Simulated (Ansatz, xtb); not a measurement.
# CH4OSe: which of two isomers lies lower

Structure I: `C[Se]O`, a singlet. Structure II: `OC[SeH]`, a singlet. Both are isolated molecules in the gas phase, relaxed with B3LYP-D3(BJ)/6-311G**; the shapes shown needn't be the lowest conformers.

I (Å):

```xyz
7

C     0.4370    0.1385   -0.9598
O     2.6757    1.1459   -2.4313
Se    2.3485    0.5063   -0.7292
H     0.1085   -0.3747   -0.0534
H     0.3052   -0.5136   -1.8211
H    -0.1212    1.0650   -1.0826
H     2.5496    2.1001   -2.3742
```

II (Å):

```json
{"atom": "C", "x (Å)": "1.1187", "y (Å)": "0.0503", "z (Å)": "-1.3792"}
{"atom": "O", "x (Å)": "0.3542", "y (Å)": "0.2789", "z (Å)": "-0.2346"}
{"atom": "Se", "x (Å)": "1.0592", "y (Å)": "1.5203", "z (Å)": "-2.7444"}
{"atom": "H", "x (Å)": "0.6862", "y (Å)": "1.0700", "z (Å)": "0.2022"}
{"atom": "H", "x (Å)": "2.1768", "y (Å)": "-0.1274", "z (Å)": "-1.1725"}
{"atom": "H", "x (Å)": "0.6956", "y (Å)": "-0.8153", "z (Å)": "-1.8835"}
{"atom": "H", "x (Å)": "2.2519", "y (Å)": "2.2104", "z (Å)": "-2.2247"}
```

Task: Which of the two would you expect CCSD(T)/def2-TZVP electronic energies to favour?

Result: Structure II; the calculation gives E(II) − E(I) = −2.8 kcal/mol.

Level by level:

```csv
level,geometry,E(II) − E(I) (kcal/mol),departure from the last row (kcal/mol),"job, with rough time for the two"
GFN2-xTB,GFN2-xTB,+3.2,+6.0,"optimisation, 0.088 s"
HF/STO-3G,GFN2-xTB,−3.1,−0.3,"single point, 0.26 s"
r2SCAN-D4/def2-SVP,GFN2-xTB,−7.9,−5.1,"single point, 2.3 s"
B3LYP-D3(BJ)/6-311G**,B3LYP-D3(BJ)/6-311G**,−5.4,−2.6,"optimisation, 25 s"
HF/def2-TZVP,B3LYP-D3(BJ)/6-311G**,−5.9,−3.1,part of the CCSD(T) run
MP2/def2-TZVP,B3LYP-D3(BJ)/6-311G**,−2.5,+0.3,part of the CCSD(T) run
CCSD(T)/def2-TZVP,B3LYP-D3(BJ)/6-311G**,−2.8,,"single point, 47 s"
```

As drawn, II has 1 C–O, 1 Se–H in place of 1 O–Se, 1 C–H.

GFN2-xTB puts the two in the other order. The largest departure from CCSD(T)/def2-TZVP is that of GFN2-xTB, 6.0 kcal/mol.

With harmonic frequencies from B3LYP-D3(BJ)/6-311G** (ideal gas, rigid rotor, one conformer each, 600 K, 1 atm): on the last row, ΔE + ΔZPE = −3.3, ΔH = −3.5, ΔG = −2.9 kcal/mol.

The correlated steps freeze 11 core orbitals; the filled d shell of Se is correlated, in a basis made for valence electrons. Run with Ansatz 0.2.0, xtb 6.7.1; the last row on 2 threads of Arm Neoverse V1 on a shared host.
